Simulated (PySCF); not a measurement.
VOF₃, SMILES [F][V](=[O])([F])[F], multiplicity 1. The structure is a stationary point at B3LYP-D3(BJ)/def2-SVP. The spin state was assumed, not searched.

Method: B3LYP-D3(BJ)/def2-SVP (PySCF).

Harmonic wavenumbers (cm⁻¹): 212, 212, 268, 324, 324, 753, 840, 840, 1174. Rotational constants (GHz): 3.905, 3.905, 3.377; symmetry number 3.

**Question.** Work out the zero-point energy and the ideal-gas rigid-rotor harmonic-oscillator thermochemistry at 298.15 K and 1 atm.

**Answer.** ZPE = ½ Σ hcν = ½ × 4948 cm⁻¹ = 7.07 kcal/mol. H − E(el) = 11.06 kcal/mol. Entropy in cal/(mol K): translation 40.36, rotation 24.05, vibration 8.88, total 73.30. G − E(el) = -10.79 kcal/mol. Cp = 18.71 cal/(mol K).
